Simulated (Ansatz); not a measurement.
Li₅Te₃ (the lowest doublet isomer of a short search). Total charge 0; doublet. Geometry PBE-D4/def2-SVP, basis def2-TZVP, Ansatz.

```csv
atom,x (Å),y (Å),z (Å)
Li1,-0.877,0.142,-1.122
Li2,0.626,-0.451,1.203
Li3,0.431,-2.414,-0.894
Li4,1.920,2.245,-0.665
Li5,-2.111,0.459,1.483
Te6,-0.256,2.174,0.718
Te7,-1.630,-1.900,0.570
Te8,1.897,-0.254,-1.293
```

| run | HOMO (eV) | LUMO (eV) |
| --- | --- | --- |
| A | -4.54 | -4.17 |
| B | -4.35 | -4.05 |
| C | -6.99 | -0.84 |
| D | -4.68 | -4.09 |
| E | -5.35 | -3.61 |
| F | -4.99 | -3.95 |

In the def2 sets Te takes a core potential; there is no spin–orbit coupling. HSE06 is defined as in plane-wave codes, on full-range PBE exchange. The structure comes from a short search, and lower isomers may exist.

HOMO and LUMO are taken over both spins.

Question: The runs used BLYP, HF, HSE06, PBE, PBE0, r2SCAN. Estimate which is which.

Answer: A PBE (0 % exact exchange); B BLYP (0 % exact exchange); C HF (100 % exact exchange); D r2SCAN (0 % exact exchange); E PBE0 (25 % exact exchange); F HSE06 (range-separated). Exact exchange lowers occupied and raises empty levels; among semilocal functionals meta-GGAs tend to open the gap a little, and such runs are hard to tell apart. The gap grows from 0.31 eV (BLYP) to 6.15 eV (HF).
